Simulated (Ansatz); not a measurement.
Species: sum formula AlBrF2, net charge 0, singlet state. 
Coordinates optimised at B3LYP-D3(BJ)/def2-TZVP (Ansatz, a program for electronic structure):
SMILES: [F][Al]([F])[Br]
```xyz
4

F     -1.8351    -1.3065    -0.3165
Al    -0.9438     0.0515    -0.1160
F     -1.7061     1.4999    -0.1189
Br     1.2611    -0.0689     0.1550
```
Charge 0, spin multiplicity 1.

Basis-set convergence of Hartree-Fock and CCSD correlation energies (hartree) with Ansatz. Valence correlation only, unless marked. No spin-orbit coupling. The frozen core is the preceding noble-gas configuration, with the filled d and f shells of earlier blocks. Non-relativistic.

| basis | functions | E(HF) | E(corr, CCSD) |
|---|---|---|---|
| def2-SVPD | 111 | -3012.90481 | -0.58709 |
| def2-TZVPPD | 185 | -3013.54724 | -0.74650 |
| def2-QZVPPD | 306 | -3013.61296 | -0.81130 |

Extrapolating the two largest sets (X = 3 and 4) as X^-3: E(corr) = (64·(-0.81130) - 27·(-0.74650))/37 = -0.8586 Eh, an estimate of the basis-set limit. The largest set recovers 94.5 % of it, the smallest 68.4 %.
